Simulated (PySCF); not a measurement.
Compound: C5H9BO2.
Structure used (PBE0-D3(BJ)/def2-SVP), in Å, numbered top down from 1:
```xyz
17
C5H9BO2 angstrom
O      2.2227    1.2665   -0.3008
B      1.4581    0.5136    0.5503
O      1.7242    0.3757    1.8852
C      0.2079   -0.1983   -0.0225
C     -0.8724   -0.9490    0.7614
C     -1.9760   -0.2523   -0.0746
C     -0.8993    0.4568   -0.8842
C      0.0445   -0.5097   -1.4890
H      2.9557    1.7338    0.1082
H      2.5072    0.8396    2.1950
H     -0.8226   -2.0486    0.6937
H     -0.8987   -0.6701    1.8237
H     -2.5778    0.4410    0.5301
H     -2.6632   -0.8974   -0.6480
H     -0.9347    1.5002   -1.2099
H      0.8104   -0.0839   -2.1418
H     -0.3044   -1.5085   -1.7798
```

The closed-shell ground state was solved at several levels (PySCF, density fitting, gas phase, non-relativistic).

```tsv
level	basis functions	HOMO (eV)	LUMO (eV)	gap (eV)	dipole (D)
B3LYP/pcJ-1	306	-6.81	0.24	7.05	2.62
B3LYP/def2-SVPD	238	-6.91	-0.60	6.31	2.25
B3LYP/pcSseg-1	181	-6.84	0.23	7.07	2.56
```

(1) Estimate the row for PBE0/pcSseg-1, a basis of 181 functions; the other rows only guide the guess.

(2) Over all these levels, which gives the widest orbital gap and which the narrowest?

(3) How much does the basis alone move the frontier levels among the 3 B3LYP rows?

(4) How far do the dipole and the HOMO energy spread over the levels?

## Answers

(1) HOMO -7.06 eV, LUMO 0.65 eV, gap 7.71 eV, dipole 2.54 D.

(2) PBE0/pcSseg-1 (global hybrid, 25 % exact exchange) has the widest, 7.71 eV, and B3LYP/def2-SVPD (global hybrid, 20 % exact exchange) the narrowest, 6.31 eV. Functional and basis both differ between the two, so the spread mixes both effects.

(3) The HOMO by 0.10 eV and the LUMO by 0.84 eV. By rising basis size (HOMO, LUMO in eV): pcSseg-1 -6.84, 0.23; def2-SVPD -6.91, -0.60; pcJ-1 -6.81, 0.24.

(4) The dipole runs from 2.25 to 2.62 D (mean 2.49 D) and the HOMO from -7.06 to -6.81 eV.

One conformer stands for the species.
